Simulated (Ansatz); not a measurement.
Isolated molecules relaxed with PBE0-D4/def2-TZVP in Ansatz; ΔE leaves out vibrations. CCSD(T)/CBS adds triple-zeta CCSD(T) − MP2 to the extrapolated MP2 energy (def2 sets, frozen cores). DFT in def2-TZVPP. HSE06 is defined as in plane-wave codes. For Se outer-core shells are correlated without core-valence functions, which leaves a few kJ/mol of doubt a bond. Scalar relativity is left out up to krypton. One conformer a species, not always the lowest.

Consider the formal exchange of groups at a P–S bond: `PSC=[Se]` + `[SiH3][AlH][Cl]` → `P[SiH2][AlH][Cl]` + `SC=[Se]`.

`PSC=[Se]`:

```xyz
7

P     0.215    1.015    1.147
S    -0.782   -0.547    0.101
C     0.252   -0.725   -1.257
Se   -0.026   -1.895   -2.541
H    -0.940    1.802    1.393
H     0.171    0.401    2.425
H     1.109   -0.051   -1.268
```

`[SiH3][AlH][Cl]`:

Z-matrix (Å, degrees):
```
Si
Al 1 2.446
H 1 1.490 2 110.2
H 1 1.490 2 110.2 3 118.9
H 1 1.489 2 112.2 3 -120.6
Cl 2 2.104 1 116.2 3 -59.8
H 2 1.581 1 127.5 3 120.1
```

`P[SiH2][AlH][Cl]`:

Z-matrix (Å, degrees):
```
Si
Al 1 2.431
P 1 2.274 2 108.5
H 1 1.489 2 113.0 3 117.6
H 1 1.490 2 114.1 3 -118.4
Cl 2 2.106 1 115.3 3 -74.5
H 2 1.581 1 127.7 3 98.8
H 3 1.422 1 94.8 2 -48.9
H 3 1.422 1 94.5 2 44.8
```

`SC=[Se]`:

```xyz
5

S     0.522    1.207    0.234
C    -0.498   -0.104   -0.163
Se   -0.150   -1.831   -0.153
H     1.610    0.471    0.534
H    -1.484    0.257   -0.453
```

```
        level  ΔE (eV)
       PBE-D4    -0.21
     HSE06-D4    -0.23
 CAM-B3LYP-D4    -0.18
      ωB97X-V    -0.20
          PBE    -0.20
      LC-ωPBE    -0.23
HF/def2-TZVPP    -0.16
MP2/CBS(def2)    -0.15
```

What does CCSD(T)/CBS give? (An estimate is asked.)

The calculation gave: -0.19 eV. The listed levels differ from it by -0.02, -0.04, 0.01, -0.01, -0.01, -0.04, 0.03, 0.04 eV.

Largest T1 diagnostic among the species: 0.017.

Leaving LDA and LC-ωPBE aside and taking each functional with its dispersion term where it has one, the values, not all of them listed here, spread over 0.08 eV, from B97M-V to BLYP-D4. At CCSD(T), def2-SVP lies −0.11 eV from the extrapolated value and def2-TZVPP −0.03 eV.
